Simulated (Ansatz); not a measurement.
Reaction (SMILES): C[Si](C)(N)N + 3 [SiH4] (SiH4) -> 2 C[SiH3] [methylsilane] + 2 N[SiH3]
Geometries: B3LYP-D3(BJ)/def2-TZVP minima from Ansatz (a quantum-chemistry and plane-wave program), one conformer each, not searched for the lowest.

Quantity: bond separation energy (electronic energy difference), in eV. Correlated levels leave the core frozen unless marked. Spin-orbit coupling is left out. No relativistic terms. CBS marks a two-point X^-3 extrapolation of the correlation energy; Hartree-Fock from the larger set. The bracket is a focal-point correction in the basis named.

```tsv
level	program	bond separation energy (eV)
PBE0/def2-SVP	Ansatz	___
wB97X-V/def2-TZVPD	Ansatz	___
B2PLYP-D4/def2-TZVPD	Ansatz + dftd4	0.39
CCSD/aug-cc-pV(T+d)Z	Ansatz	0.38
RI-MP2/CBS(cc-pV(T+d)Z,cc-pV(Q+d)Z)+[CCSD(T)-MP2]/cc-pV(T+d)Z	Ansatz	0.39
```

Question: Fill in the missing entries.

Answer: 
- PBE0/def2-SVP, bond separation energy (eV): 0.32
- wB97X-V/def2-TZVPD, bond separation energy (eV): 0.37
